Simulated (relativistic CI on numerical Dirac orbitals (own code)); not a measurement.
# Hyperfine structure of Pb⁶³⁺, mass number 207

Computed by Dirac-Coulomb-Breit CI, separate exchange-only KLI orbitals for each configuration, model QED, unscaled Slater integrals (own radial code, finite nucleus).

Configurations in the expansion (outside the closed core [Ne]): 3s2 3p6 3d, 3s2 3p5 3d2, 3s 3p6 3d2, 3s2 3p6 4s, 3s2 3p6 4p, 3s2 3p6 4d, 3s2 3p5 3d 4s, 3s2 3p6 4f, 3s2 3p5 3d 4p, 3p6 3d3, 3p5 3d4, 3p5 3d3 4s. Double excitations out of closed p, d and f shells are left out; levels of such configurations are missing from the list, as are those of other unlisted configurations, and high levels can miss mixing partners. These lack a partner that the ground configuration has and come out too high: 3s2 3p5 3d 4p.

Nuclear spin I = 1/2, μ = 0.5906 μN (tables of Stone and Pyykkö). The electronic factors are computed for point nuclear moments, without core polarisation or the Bohr-Weisskopf and QED corrections.

```tsv
Level	E (Ry)	A (GHz)
3s2 3p6 3d 2D_3/2	0.0000	190.1
3s2 3p6 3d 2D_5/2	9.1958	73.73
3s2 3p5 3d2 4D°_1/2	21.5677	38.44
3s2 3p5 3d2 4G°_9/2	30.3355	185.4
3s2 3p5 3d2 2H°_11/2	31.2560	179
```

Levels with J = 0, under 50 % of one LS term, or S terms without an open s electron are left out. Small factors come from cancelling terms and can be off by tens of per cent or more.

At this charge energies of transitions that change n are usually good to better than 1 %, and those within a shell (Δn = 0) to a few per cent.

Problem. Give the hyperfine levels of 3s2 3p6 3d 2D_3/2 relative to its centre of gravity.

Solution. With K = F(F + 1) − I(I + 1) − J(J + 1), E = AK/2: F = 1: -237.7, F = 2: 142.6 GHz.

LS names give the leading component of a level, which can be under half, so a name can repeat, a term be missing and a line seem to break the LS rules.
